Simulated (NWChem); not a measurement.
System: SiP2H6; SMILES P[SiH2]P

The following NWChem deck was run.

```
start job
memory heap 200 mb stack 900 mb global 1100 mb
geometry units angstroms noautosym nocenter noautoz
  Si     0.000000     0.000000    -0.815264
  P     -1.972665     0.000000     0.336488
  P      1.972665     0.000000     0.336488
  H      0.000000     1.218621    -1.700153
  H      0.000000    -1.218621    -1.700153
  H     -1.540310    -1.044143     1.232224
  H     -1.540310     1.044143     1.232224
  H      1.540310     1.044143     1.232224
  H      1.540310    -1.044143     1.232224
end
basis spherical
  * library 6-31g*
end
dft
  xc m06-2x
  iterations 150
end
cosmo
  do_cosmo_smd true
  solvent chcl3
end
task dft energy
```

Geometry: optimised at PBE-D3(BJ)/def2-SVP. Solvent: chloroform.

Level: M06-2X/6-31G* with SMD (1 M gas to 1 M solution), gas-phase geometry. Reactions with the solvent are ignored.

Q: What results follow from this input? (M06-2X/6-31G* (spherical d), SMD on the gas-phase geometry.) Quantities: solvation free energy (kcal/mol); cavity-dispersion-structure term (kcal/mol); dipole in solution (D).

A: 
```yaml
solvation free energy (kcal/mol): -1.4
cavity-dispersion-structure term (kcal/mol): 0.8
dipole in solution (D): 1.29
```
